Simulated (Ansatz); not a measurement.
Frontier orbitals of `C#[C][Al]([F])[F]`.

```xyz
6

C     0.387    0.336    1.774
C     0.134    0.116    0.614
Al   -0.260   -0.225   -1.189
F    -1.799   -0.462   -1.686
F     0.926   -0.295   -2.312
H     0.611    0.530    2.799
```

Charge 0, multiplicity 1. The geometry is a stationary point of PBE0-D4/def2-TZVP. Basis def2-TZVPP, Ansatz.

Orbital energies of one run (eV). Highest occupied ones, from the top: -8.99, -9.08, -11.89, -11.96, -12.18, -12.54, -12.89, -13.20, -14.32, -16.22, -22.11, -33.42, -33.65, -76.24. Empty: -1.16, -0.25, -0.15, 1.88, 2.55, 2.92.

Which functional gave them?
A. BLYP
B. CAM-B3LYP
C. r2SCAN0
D. B97M-V

C. HOMO energies: r2SCAN0 -8.99, B97M-V -7.77, CAM-B3LYP -10.20, BLYP -7.40 eV.
